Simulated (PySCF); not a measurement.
Species: C₄H₁₄BNSn.
SMILES with atom numbers: `[CH3:1][B:2]([CH3:3])[N:4]([CH3:5])[CH2:6][SnH3:7]` (hydrogens: H8, H9, H10 on C1; H11, H12, H13 on C3; H14, H15, H16 on C5; H17, H18 on C6; H19, H20, H21 on Sn7)

Computed by this run: PySCF, PBE0-D3(BJ)/def2-SVP geometry optimisation, gas phase, def2 core potentials past Kr; density fitting, grid level 1; the optimiser is geomeTRIC in internal coordinates, started from a GFN2-xTB structure with every atom displaced at random (about 0.01 Å).

Step 0: E = -12362.2480 eV
```
atom  x, y, z in Å  |  force x, y, z in eV/Å
C1     -0.7081    0.9828    1.2766   -1.015   0.976  -0.535
B2     -0.8980    0.3342   -0.1618   -0.097   0.165  -0.144
C3     -1.8980    0.9715   -1.2442    0.598  -0.506   0.916
N4     -0.1274   -0.8099   -0.4689   -1.200   0.489  -1.115
C5     -0.0981   -1.4344   -1.7800    0.061   0.495   0.917
C6      0.7045   -1.4371    0.4615    1.226   0.071   0.821
Sn7     2.8083   -0.6993    0.3717   -0.698  -0.275   0.088
H8     -1.1919    1.9873    1.3291    0.105  -0.451  -0.038
H9      0.3192    1.1557    1.5572    0.877  -0.079   0.192
H10    -1.1704    0.3883    2.0652   -0.146  -0.328   0.333
H11    -1.3395    1.3956   -2.0672    0.387   0.292  -0.657
H12    -2.4743    1.7754   -0.8075   -0.377   0.475   0.251
H13    -2.5948    0.2488   -1.6580   -0.323  -0.399  -0.246
H14    -0.4464   -2.4658   -1.7157   -0.118  -0.437  -0.115
H15     0.9338   -1.4310   -2.1335    0.414  -0.130  -0.399
H16    -0.7156   -0.8758   -2.4703   -0.254   0.161  -0.390
H17     0.7439   -2.5063    0.2825    0.041  -0.622   0.020
H18     0.3578   -1.2730    1.4868    0.073  -0.022   0.106
H19     2.9060    0.7751   -0.3974   -0.176   0.711  -0.405
H20     3.4702   -0.4633    1.8824    0.220   0.032   0.804
H21     3.8693   -1.6872   -0.4518    0.403  -0.618  -0.405
```

Step 1: E = -12362.4290 eV
```
atom  x, y, z in Å  |  force x, y, z in eV/Å
C1     -0.7746    0.9954    1.2945    0.198  -0.009   0.087
B2     -0.8879    0.3494   -0.1523   -0.081   0.066   0.050
C3     -1.8314    0.9968   -1.2510   -0.088   0.081  -0.110
N4     -0.1411   -0.8102   -0.4521    0.277  -0.127   0.252
C5     -0.0957   -1.4259   -1.7515    0.013  -0.060  -0.113
C6      0.7616   -1.4318    0.4974   -0.265  -0.023  -0.180
Sn7     2.8179   -0.7028    0.3333    0.399   0.161  -0.046
H8     -1.3193    1.9447    1.3700   -0.028   0.087  -0.018
H9      0.2756    1.1951    1.5900   -0.148  -0.043  -0.040
H10    -1.1912    0.3330    2.0751    0.027  -0.043  -0.036
H11    -1.2528    1.4243   -2.0933   -0.025  -0.066   0.085
H12    -2.4315    1.8196   -0.8330    0.000  -0.032  -0.026
H13    -2.5348    0.2684   -1.6936    0.056   0.036   0.015
H14    -0.4169   -2.4839   -1.7045    0.018   0.046  -0.033
H15     0.9335   -1.4168   -2.1652   -0.059   0.008   0.013
H16    -0.7462   -0.8959   -2.4578    0.026  -0.038   0.014
H17     0.7704   -2.5267    0.3534    0.004   0.054   0.021
H18     0.4317   -1.2448    1.5266    0.019   0.030   0.023
H19     2.7459    0.8338   -0.5050    0.059  -0.402   0.221
H20     3.4894   -0.4782    1.9383   -0.133  -0.057  -0.443
H21     3.8475   -1.8116   -0.5625   -0.269   0.330   0.263
```

Task: Estimate the geometry and energy of step 2. (The exact step hangs on the optimiser's Hessian estimate; all steps are aligned on step 1, rigid shifts and turns removed.)

Result: E = -12362.4613 eV, largest force 0.117 eV/Å
```
atom  x, y, z in Å  |  force x, y, z in eV/Å
C1     -0.7734    0.9905    1.3029   -0.012   0.076   0.004
B2     -0.8953    0.3555   -0.1478   -0.024  -0.034  -0.018
C3     -1.8371    0.9934   -1.2576   -0.030   0.045   0.040
N4     -0.1417   -0.8034   -0.4461    0.090  -0.059   0.046
C5     -0.0916   -1.4165   -1.7503    0.017   0.001  -0.008
C6      0.7535   -1.4223    0.5038   -0.076   0.002  -0.075
Sn7     2.8206   -0.7044    0.3288   -0.092  -0.032   0.014
H8     -1.3168    1.9428    1.3896    0.005  -0.008   0.000
H9      0.2749    1.1825    1.5935   -0.014  -0.005  -0.013
H10    -1.1839    0.3144    2.0744   -0.002  -0.012  -0.018
H11    -1.2496    1.4151   -2.0927    0.015  -0.008   0.015
H12    -2.4488    1.8137   -0.8541   -0.005  -0.004  -0.003
H13    -2.5267    0.2576   -1.7047    0.013  -0.004   0.005
H14    -0.4052   -2.4757   -1.7125    0.003   0.004   0.008
H15     0.9362   -1.3984   -2.1624    0.000   0.008   0.003
H16    -0.7427   -0.8899   -2.4567   -0.002  -0.005   0.005
H17     0.7576   -2.5167    0.3689    0.006  -0.001   0.016
H18     0.4291   -1.2236    1.5332    0.022   0.010  -0.008
H19     2.7746    0.7898   -0.5009    0.000   0.073  -0.038
H20     3.4986   -0.4780    1.8842    0.040   0.008   0.068
H21     3.8182   -1.7947   -0.5368    0.046  -0.056  -0.043
```

The energy changes by -0.0322 eV. The first-order estimate −F·Δx gives -0.0726 eV and the mean of the old and new forces, exact on a quadratic surface, -0.0313 eV. The step makes an angle of 55° with the force vector and moves no atom by more than 0.055 Å.

The cost below is that of the whole optimisation. Time: 4.5 min; peak memory 0.72 GiB. Hardware: one thread, Arm Neoverse N1 (aarch64), shared host.
